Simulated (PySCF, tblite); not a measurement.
Isomers of C7H11ClOSi, one GFN2-xTB conformer each. Single-point energies are computed at PBE0/pcSseg-1 (PySCF, gas phase, no added dispersion term), electronic only.

Question: Rank them by PBE0/pcSseg-1 energy, lowest first (kcal/mol).
A. `[CH2:1]=[CH:2][O:3]/[CH:4]=[C:5](\[Cl:6])[C:7](=[CH2:8])[SiH2:9][CH3:10]` with C1–C2–O3–C4 -178°, C2–O3–C4–C5 176°, C4–C5–C7–C8 -31°, C5–C7–Si9–C10 87°
B. `[Cl:1][SiH2:2][C:3]1=[C:4]([O:5][CH2:6][CH:7]2[CH2:8][CH2:9]2)[CH2:10]1` with Cl1–Si2–C3–C4 133°, C3–C4–O5–C6 6°, C4–O5–C6–C7 90°, O5–C6–C7–C8 -156°
C. `[CH3:1][SiH2:2]/[CH:3]=[C:4](\[Cl:5])[C:6](=[O:7])[CH:8]1[CH2:9][CH2:10]1` with C1–Si2–C3–C4 71°, C3–C4–C6–O7 -9°, C4–C6–C8–C9 144°

Answer: C (0.0), B (21.0), A (25.6).

As drawn, the lowest has a three-membered ring and a C=O bond, which the highest lacks. GFN2-xTB itself gives, in the same order: 3.0, 0.0, 19.4. GFN2-xTB puts Cl[SiH2]C1=C(OCC2CC2)C1 lowest instead; measured from each level's own lowest isomer, the values differ by up to 21.0 kcal/mol (Cl[SiH2]C1=C(OCC2CC2)C1: 0.0 against 21.0).

Q: Which frontier levels, dipoles and rotational constants go with these structures?

A: 
```json
{"SMILES": "C[SiH2]/C=C(\\Cl)C(=O)C1CC1", "HOMO (eV, PBE0/pcSseg-1)": "-7.65", "LUMO (eV)": "-2.15", "dipole (D)": "1.73", "A, B, C (MHz)": "2126, 485.1, 435.9"}
{"SMILES": "Cl[SiH2]C1=C(OCC2CC2)C1", "HOMO (eV, PBE0/pcSseg-1)": "-6.65", "LUMO (eV)": "-0.35", "dipole (D)": "3.35", "A, B, C (MHz)": "1628, 482.1, 407.1"}
{"SMILES": "C=CO/C=C(\\Cl)C(=C)[SiH2]C", "HOMO (eV, PBE0/pcSseg-1)": "-6.21", "LUMO (eV)": "-1.17", "dipole (D)": "2.38", "A, B, C (MHz)": "2178, 457.3, 397.7"}
```

Q: What happens when harmonic zero-point energies from GFN2-xTB frequencies are added?

A: 
```json
{"SMILES": "C[SiH2]/C=C(\\Cl)C(=O)C1CC1", "ZPE (kcal/mol)": "97.7", "electronic (kcal/mol)": "0.0", "with ZPE (kcal/mol)": "0.0"}
{"SMILES": "Cl[SiH2]C1=C(OCC2CC2)C1", "ZPE (kcal/mol)": "99.4", "electronic (kcal/mol)": "21.0", "with ZPE (kcal/mol)": "22.6"}
{"SMILES": "C=CO/C=C(\\Cl)C(=C)[SiH2]C", "ZPE (kcal/mol)": "96.1", "electronic (kcal/mol)": "25.6", "with ZPE (kcal/mol)": "23.9"}
```

The zero-point energies span 3.3 kcal/mol. The order is unchanged.
